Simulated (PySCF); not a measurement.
GaH₃, SMILES [GaH3].

The structure is a stationary point at r2SCAN-D4/def2-TZVPD. The isomer is the one that the SMILES or the coordinates give; other isomers of the formula were not compared.

Level of theory: PySCF with PBE0/def2-TZVPD.

Symmetry labels are those of the subgroup C2v that the program uses (full group D3h).

Computed valence orbital energies around the gap with their symmetry:
```
orbital  symmetry  energy (eV)
-------  --------  -----------
HOMO−7         A1       -23.42
HOMO−6         B2       -23.26
HOMO−5         A2       -23.26
HOMO−4         A1       -23.08
HOMO−3         B1       -23.08
HOMO−2         A1       -12.75
HOMO−1         B1        -8.59
HOMO           A1        -8.59
LUMO           B2        -1.81
LUMO+1         A1         0.40
LUMO+2         A1         1.18
LUMO+3         B1         1.47
```
